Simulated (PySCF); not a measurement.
Exercise with solution: chemical shift, span and skew from a shielding tensor

(Z)-1,3,3-trifluoroprop-1-ene (C₃H₃F₃), SMILES F/C=C\C(F)F. Atoms are numbered in the order given.

```xyz
9

F     -2.0810     0.7278     0.0000
C     -1.6134    -0.5144     0.0000
C     -0.3140    -0.7923     0.0000
C      0.7543     0.2435     0.0000
F      1.5456     0.0923     1.0885
F      1.5456     0.0923    -1.0885
H     -2.4090    -1.2650     0.0000
H      0.0036    -1.8374     0.0000
H      0.3521     1.2696     0.0000
```
Charge 0, spin multiplicity 1.

Coordinates come from a PBE0-D3(BJ)/def2-SVP optimisation. One conformer was computed; it need not be the lowest.

GIAO shieldings from PBE/pcSseg-1 run with PySCF, non-relativistic, no solvent. The symmetric part of the tensor of F5 has the principal values 176.6, 308.5, 367.0 ppm. The same nucleus in CFCl3 has σ = 133.6 ppm at this level (PySCF, at its B3LYP-D3(BJ)/def2-TZVP geometry).

Problem. Work out the isotropic shielding, the ¹⁹F shift against CFCl3, the span and the skew.

Solution. 
σ(iso) = (σ11 + σ22 + σ33)/3 = 284.0 ppm. δ = σ(ref) − σ(iso) = 133.6 − (284.0) = -150.4 ppm.
Span Ω = σ33 − σ11 = 190.4 ppm. Skew κ = 3(σ(iso) − σ22)/Ω = -0.39. Tumbling in solution averages the tensor to δ; in a static solid the shielding alone would spread this spin-1/2 line over Ω.
